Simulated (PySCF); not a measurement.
Atoms are numbered as in `[CH3:1][CH:2]([CH3:3])[S:4](=[O:5])(=[O:6])[Cl:7]`. Each H is labelled by its parent atom.

Geometry: PBE0-D3(BJ)/def2-SVP; GIAO absolute shieldings from PySCF, gas phase, non-relativistic, averaged over equivalent atoms.

At CAM-B3LYP/pcSseg-1 (168 basis functions, 24 s wall time on 1 thread of an Arm Neoverse V1, shared host):
| atoms | σ (ppm) |
| --- | --- |
| C2 | 108.4 |
| C1/C3 | 165.0 |
| S4 | 81.9 |
| O5/O6 | 13.9 |
| Cl7 | 367.1 |
| H(C2) | 28.36 |
| H(C1)/H(C3) | 29.85 |

Question: Estimate the result of repeating the calculation with PBE0/6-311+G(2d,p).

Answer: 
```
      atoms  σ at PBE0/6-311+G(2d,p)  change
         C2                    113.5    +5.1
      C1/C3                    169.0    +4.0
         S4                     96.1   +14.2
      O5/O6                     18.7    +4.8
        Cl7                    387.1   +20.0
      H(C2)                    28.08   -0.28
H(C1)/H(C3)                    29.99   +0.14
```

The largest change is at Cl7 (chlorine bonded to S). Cost: 247 basis functions, 35 s wall time on 1 thread of an Arm Neoverse V1, shared host.
